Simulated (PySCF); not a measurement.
Vertical excitation energies

H6SeSi2.
Geometry (PBE0-D3(BJ)/def2-SVP, Å), atoms numbered from 1 in this order:
```
atom  x, y, z in Å
Si1    1.6707   -0.2465   -0.1040
Se2   -0.1675   -0.5302   -1.4330
Si3   -1.6736    0.2209    0.1114
H4     2.8486   -0.6156   -0.9394
H5     1.7841    1.1729    0.3465
H6     1.6016   -1.1288    1.0989
H7    -1.6329   -0.6161    1.3476
H8    -3.0132    0.1160   -0.5332
H9    -1.3907    1.6395    0.4821
```

The calculation used TDDFT B3LYP/def2-SVPD, vertical, gas phase, core orbitals frozen in the response in PySCF 2.14.0, density-fitted response routines. Relativistic effects, spin–orbit coupling among them, are left out although an element past zinc is present.

**Question.** Predict the UV-vis stick spectrum at this level.

**Answer.** 

```
state  E (eV)  E (kJ/mol)  λ (nm)       f  |μ| (D)  main configurations (H = HOMO, L = LUMO)
   S1    5.15         497   240.6   0.022     1.06                                 H→L (99%)
   S2    5.29         510   234.4  0.0000     0.02                               H→L+1 (98%)
   S3    5.74         553   216.2  0.0003     0.12                               H→L+2 (97%)
   S4    6.16         595   201.2  0.0005     0.14                               H→L+3 (98%)
   S5    6.45         622   192.2   0.025     1.02                H→L+4 (89%), H-1→L+1 (10%)
   S6    6.87         662   180.6  0.0017     0.25                               H→L+5 (98%)
   S7    6.90         666   179.6   0.075     1.70                  H-1→L (70%), H→L+6 (25%)
   S8    7.09         684   174.9   0.027     1.00                               H→L+7 (99%)
   S9    7.09         684   174.8  0.0045     0.41                  H→L+6 (72%), H-1→L (22%)
  S10    7.24         698   171.3  0.0059     0.46                H-1→L+1 (49%), H-2→L (44%)
```

Triplets, Tamm–Dancoff:

```tsv
state	E (eV)	λ (nm)	main configurations (H = HOMO, L = LUMO)
T1	4.81	257.7	H→L (98%)
T2	4.98	248.7	H→L+1 (97%)
T3	5.62	220.6	H→L+2 (91%)
T4	5.96	207.9	H→L+3 (85%)
```

The lowest singlet comes at 241 nm (497 kJ/mol) in the ultraviolet; it is weak; its leading configuration is HOMO→LUMO (99%). The most intense listed level is S7 at 6.90 eV (180 nm, f = 0.075), 1.75 eV above S1. S8/S9 lie within about 0.01 eV of each other. Löwdin shares by element: HOMO selenium 73%, silicon 19%; LUMO silicon 37%, selenium 32%, hydrogen 6% or more (atoms not listed hold the other 25%). Of the 10 states listed, 4 reach f = 0.01 and 3 stay under 0.0005. Weighted by f, the mean energy of these states is 6.64 eV. The listed states span 2.08 eV, and the widest gap between neighbours is 0.45 eV (S2 to S3). The vertical ionisation energy (ΔSCF) is 9.08 eV, 1.84 eV above S10. Singlets were solved by full linear response, triplets in the Tamm–Dancoff approximation.

The run took 19 s of wall time on one thread of an Arm Neoverse V1, no GPU, on a shared host.
